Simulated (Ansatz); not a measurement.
Consider the formal exchange of groups at the Al–H bond: `[OH][AlH2]` + `[SiH3]C1CCC1` → `[OH][AlH][SiH3]` + `C1CCC1`.

Gas-phase electronic energies from Ansatz, PBE0-D4/def2-TZVP geometries. CCSD(T)/CBS adds triple-zeta CCSD(T) − MP2 to the extrapolated MP2 energy (def2 sets, frozen cores). This one scheme is used for every species. Functionals use def2-TZVPP. B3LYP here is the variant with VWN-RPA as its local correlation; programs differ in this. One conformer a species, not always the lowest.

```csv
level,ΔE (kJ/mol)
revPBE-D4,-18.7
B3LYP-D4,-13.6
r2SCAN0-D4,-17.5
CAM-B3LYP-D4,-11.7
PBE,-30.6
r2SCAN0,-19.3
CCSD(T)/def2-TZVPP,-13.9
MP2/def2-QZVPP,-3.3
```

Problem. What does CCSD(T)/CBS give? (An estimate is asked.)

Solution. The calculation gave: -12.6 kJ/mol. The listed levels differ from it by -6.1, -1.0, -4.9, 0.9, -18.0, -6.7, -1.3, 9.3 kJ/mol.

Largest T1 diagnostic among the species: 0.014.

From BLYP to BHLYP (50 % exact exchange), in def2-TZVPP and without D4, ΔE moves by +7.3 kJ/mol. The D4 term adds +9.1 kJ/mol with B3LYP and +5.0 kJ/mol with PBE0; it sums over pairs of atoms, weighted by their polarisabilities, and B3LYP, whose exchange is more repulsive, gets the larger term.
